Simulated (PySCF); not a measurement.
B3LYP has the VWN-RPA correlation part, as in Gaussian. 

Z-matrix (Å, degrees):
```
Hf
F 1 1.9281
F 1 1.9282 2 111.95
N 1 2.0312 2 110.63 3 123.92
H 4 1.0201 1 126.03 2 24.05
H 4 1.0202 5 107.64 1 174.07
N 1 2.0354 2 108.47 3 -119.66
H 7 1.0182 1 127.59 2 -118.97
H 7 1.0203 8 107.78 1 -179.97
```
Charge 0, spin multiplicity 1.

**Question.** Estimate the dipole moment, HOMO, LUMO, total energy and HOMO–LUMO gap that PySCF with B3LYP-D3(BJ)/def2-TZVP // r2SCAN-D4/def2-SVP returns for this input.

**Answer.** 
- dipole moment: 2.71 D
- HOMO: -7.27 eV
- LUMO: -0.61 eV
- total energy: -360.0525 Ha
- HOMO–LUMO gap: 6.66 eV
